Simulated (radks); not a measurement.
Isoelectronic series with 24 electrons, all held in the configuration [Ar] 3d5 4s1, which need not be the ground one along the series. Method: Dirac Kohn-Sham, PBE, spin-unpolarised, spherical densities, finite nucleus; open shells fill j = l - 1/2 first; Fermi nuclear charge, rms radius of each element as measured or else 0.836 A^(1/3) + 0.57 fm; computed with a radial shooting solver on a logarithmic mesh with Libxc functionals. Total energies (hartree) and orbital eigenvalues (eV):

ion,E (hartree),3d5/2,3d3/2,4s1/2,3p3/2
Cr,-1050.54610,-2.8559,-2.9329,-4.0022,-45.0586
Mn+,-1158.01182,-14.8261,-14.9462,-11.8713,-62.3567
Fe2+,-1271.29496,-31.7342,-31.9082,-22.3592,-84.7980
Co3+,-1390.36646,-52.7006,-52.9410,-35.0774,-111.3423
Ni4+,-1515.21972,-77.3278,-77.6491,-49.8519,-141.5510
Cu5+,-1645.85777,-105.4088,-105.8274,-66.5904,-175.2084
Zn6+,-1782.29060,-136.8230,-137.3573,-85.2388,-212.1945
Ga7+,-1924.53113,-171.4935,-172.1639,-105.7631,-252.4365
Ge8+,-2072.59531,-209.3680,-210.1973,-128.1414,-295.8868
Se10+,-2386.26948,-294.5893,-295.8140,-178.4066,-392.2935
Br11+,-2551.92071,-341.8872,-343.3535,-206.2782,-445.2112
Kr12+,-2723.47805,-392.2864,-394.0270,-235.9708,-501.2549
Rb13+,-2900.96596,-445.7737,-447.8240,-267.4831,-560.4161
Sr14+,-3084.40992,-502.3385,-504.7369,-300.8156,-622.6891
Zr16+,-3469.27502,-624.6671,-627.8889,-372.9496,-756.5555
Nb17+,-3670.75316,-690.4178,-694.1211,-411.7578,-828.1450
Mo18+,-3878.30177,-759.2190,-763.4549,-452.3995,-902.8381
Tc19+,-4091.95568,-831.0665,-835.8896,-494.8802,-980.6350

Estimate the row of As9+.

Answer. E (hartree) -2226.50161; 3d5/2 -250.4091; 3d3/2 -251.4224; 4s1/2 -152.3590; 3p3/2 -342.5133.
